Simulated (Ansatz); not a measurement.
FGaH3NO: structure from calculated spectroscopic constants

These gas-phase data were calculated for one isomer of FGaH3NO at B3LYP-D3(BJ)/def2-SVP (harmonic, unscaled wavenumbers; equilibrium rotational constants with average atomic masses):

```
rotational constants            : 6.078, 5.645, 2.929 GHz
all wavenumbers above 1500 cm⁻¹ : 3848, 3693, 3586, 1511
```

Candidates:

(1) `[NH2][Ga]([OH])[F]`, a singlet
(2) `[F][Ga@@H-]1[NH2+][O]1`, a singlet

Problem. Which candidate do the data belong to?

Solution. Candidate (1). No mode falls between 1700 and 2150 cm⁻¹, where the Ga–H stretch of (2) would stand.

The same quantities for all candidates:

|  | rotational constants (GHz) | wavenumbers above 1500 cm⁻¹ | E above the lowest, B3LYP-D3(BJ)/def2-SVP (kcal/mol) |
| --- | --- | --- | --- |
| (1) | 6.078, 5.645, 2.929 | 3848, 3693, 3586, 1511 | 0.0 |
| (2) | 9.759, 3.811, 3.334 | 3528, 3437, 2054, 1592 | 55.6 |

Harmonic stretches to hydrogen usually lie a few per cent above observed fundamentals. Each candidate is one conformer. Programs: Ansatz 0.2.0.
